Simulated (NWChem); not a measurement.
Si$_{2}$H$_{4}$OF$_{2}$; SMILES F[Si@H](O)[SiH2]F

```xyz
9

O     -1.1425    -1.7207    -0.3348
Si     0.0359    -0.8318     0.4119
F      1.5068    -1.4073     0.0160
Si    -0.2189     1.3197    -0.4740
F      0.8329     2.3167     0.2770
H     -1.2890    -2.6284    -0.0508
H     -0.0479    -0.9383     1.8975
H      0.0733     1.3359    -1.9362
H     -1.5976     1.8348    -0.2294
```
Atoms are numbered in this order, from 1.

Level: PBE0/def2-SVP (NWChem), optimised geometry, unscaled harmonic frequencies. 

**Question.** List the harmonic frequencies with IR intensities, and the thermochemistry.

**Answer.** 
```csv
frequency (cm⁻¹),IR intensity (km/mol)
45,1.7
96,1.0
178,12.8
212,2.8
249,57.2
351,95.8
445,18.4
524,26.7
716,247.6
736,30.2
823,80.9
846,76.3
850,52.6
867,281.8
936,152.2
941,54.8
970,104.8
2237,166.6
2246,28.0
2254,142.7
3921,126.9
```

```yaml
zero_point_energy: 29.2 kcal/mol
thermal correction to the enthalpy at 298.15 K (with zero-point energy): 34.5 kcal/mol
heat capacity Cv: 24.7 cal/(mol K)
entropy at 298.15 K and 1 atm (symmetry number 1): 86.5 cal/(mol K)
dipole_moment: 2.56 D
```

Rigid rotor and harmonic oscillator; modes under 100 cm⁻¹ make the entropy uncertain.
